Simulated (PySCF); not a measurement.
Constitutional and geometric isomers with formula C2HNO. Gas-phase values, no solvent. Strings in code marks are SMILES.

The HOMO–LUMO gap from two functionals at the same geometries (CAM-B3LYP-D3(BJ)/def2-TZVP), both in PySCF: PBE-D3(BJ)/def2-TZVP and CAM-B3LYP-D3(BJ)/def2-TZVP. 

```
species    CAM-B3LYP-D3(BJ)/def2-TZVP (eV)
---------  -------------------------------
`N#CC=O`                              8.90
`N=C=C=O`                             5.52
`O=c1nc1`                             8.14
```

Task: What does PBE-D3(BJ)/def2-TZVP give for each?

Result: 
- `N#CC=O`: 3.33
- `N=C=C=O`: 0.70
- `O=c1nc1`: 2.79
Over these rows, drawn at random from the members with no instability flagged (it was tested for open shells, ions and some series alone), PBE minus CAM-B3LYP-D3(BJ): mean -5.25 eV, from -5.58 eV to -4.82 eV.
